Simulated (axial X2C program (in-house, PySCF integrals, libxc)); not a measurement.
Spin–orbit effects down a group: molecules with Br (ions), CCSD(T)

Computed with an in-house relativistic program for diatomic molecules, spin-free (one-electron X2C) or two-component (2c: spin–orbit coupling with atomic mean-field Coulomb and Gaunt terms, which also bring small scalar terms), in Dyall basis sets with cores contracted in-house; open shells are unrestricted.

Basis sets: Br dyall-cv3z, Ge dyall-cv3z, Pb dyall-cv3z, Si dyall-v3z, Sn dyall-cv3z. Frozen shells (counts by l): SiBr⁺ Br 3s2p1d, Si 2s1p, 10 electrons correlated; GeBr⁺ Br 3s2p1d, Ge 3s2p1d, 10 electrons correlated; SnBr⁺ Sn 4s3p2d, Br 3s2p1d, 10 electrons correlated; PbBr⁺ Pb 5s4p3d1f, Br 3s2p1d, 10 electrons correlated. Coupled cluster in natural virtuals with an MP2 remainder. Where the outer core of a metal is frozen, bonds come out longer and ionisation energies lower.

```
molecule  spin-free state  Re (Å)  ωe (cm⁻¹)  De (eV)  2c state  Re 2c (Å)  ωe 2c (cm⁻¹)  De 2c (eV)
   SiBr⁺   M_S = 0, Λ = 0   2.117      531.3     4.53     Ω = 0      2.118         530.4        4.38
   GeBr⁺   M_S = 0, Λ = 0   2.210      366.9     4.10     Ω = 0      2.212         366.1        3.84
   SnBr⁺   M_S = 0, Λ = 0   2.416      298.9     3.68     Ω = 0      2.417         297.9        3.24
   PbBr⁺   M_S = 0, Λ = 0   2.504      259.3     3.41     Ω = 0      2.504         254.9        2.32
```

Fragments in 2c: Br + Si+, Br + Ge+, Sn+ + Br, Pb+ + Br. Each entry is the lowest single determinant of a limited PBE0 search at one distance. De goes to single-determinant-based atoms at the same level (for ions the charge split of lowest energy) and is withheld (n/a) where an atom does not fit its ground term or J level. Main or longest-lived isotopes.
